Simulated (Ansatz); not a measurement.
```xyz
20

C     2.240   -0.835   -2.207
C     1.765   -1.011   -0.775
C     0.388   -0.410   -0.537
C    -0.069   -0.601    0.891
O    -1.390   -0.091    1.099
C    -1.489    1.217    1.372
C    -2.922    1.619    1.545
O    -0.546    1.957    1.464
H     2.298    0.224   -2.473
H     3.230   -1.271   -2.356
H     1.554   -1.314   -2.911
H     1.746   -2.077   -0.522
H     2.484   -0.547   -0.090
H     0.407    0.660   -0.764
H    -0.342   -0.872   -1.211
H    -0.135   -1.661    1.143
H     0.616   -0.110    1.586
H    -3.470    1.435    0.619
H    -3.389    1.015    2.325
H    -2.976    2.674    1.804
```

Total charge 0; spin multiplicity 1.

(1) List the PBE/def2-TZVPP orbital energies in eV (the Gaussian-basis code of Ansatz). (Best estimate.)

Answers

(1) Ansatz gave: Occupied: -511.37, -509.67, -272.04, -270.27, -269.07, -268.94, -268.86, -268.63, -27.68, -25.33, -20.07, -18.96, -17.81, -16.11, -14.47, -13.67, -12.39, -11.76, -11.59, -11.30, -10.65, -10.18, -9.91, -9.66, -9.34, -9.04, -8.49, -8.26, -8.05, -7.81, -7.03, -6.21. Lowest empty: -0.70, 0.48, 0.69, 1.20, 1.41, 1.65, 1.93, 2.38.
